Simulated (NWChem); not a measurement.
Species: C2H10BN cation, doublet; SMILES of the neutral closed-shell parent B.N(C)C

```xyz
14

B      0.3078    -1.4559    -0.0024
H      1.5348    -1.6676     0.3119
H      0.7653    -1.6119     1.1867
H     -0.3036    -2.3483    -0.5038
C      0.9822     1.0097     0.0965
N     -0.0220     0.0066    -0.3529
C     -1.4057     0.3431     0.1119
H      0.6782     2.0100    -0.2377
H      1.0359     0.9957     1.1932
H      1.9636     0.7633    -0.3286
H     -0.0497     0.0378    -1.3806
H     -1.6692     1.3503    -0.2375
H     -1.4292     0.3140     1.2088
H     -2.1126    -0.3923    -0.2923
```
Atoms are numbered in this order, from 1.

Results from NWChem. Pople sets run with spherical d functions. Spin-unrestricted. Structure relaxed at the PBE0/def2-SVP, spin-unrestricted level. No frequency run checked for a minimum. The spin multiplicity was typed, not searched, and may not be the lowest. No stability test was run on the SCF state. Atomic charges in e: unrestrained fits to the electrostatic potential beside Mulliken populations; buried atoms are poorly determined by the fit.

### Question
Estimate the computed values for UHF/6-31G*. Quantities: ESP B1; Mulliken B1; ESP C5; Mulliken C5; ESP N6; Mulliken N6; ESP C7; Mulliken C7; relative RMS misfit of the potential (%).

### Answer
```yaml
ESP B1: -0.11
Mulliken B1: 0.08
ESP C5: -0.20
Mulliken C5: -0.37
ESP N6: 0.32
Mulliken N6: -0.72
ESP C7: -0.18
Mulliken C7: -0.37
relative RMS misfit of the potential (%): 2
```
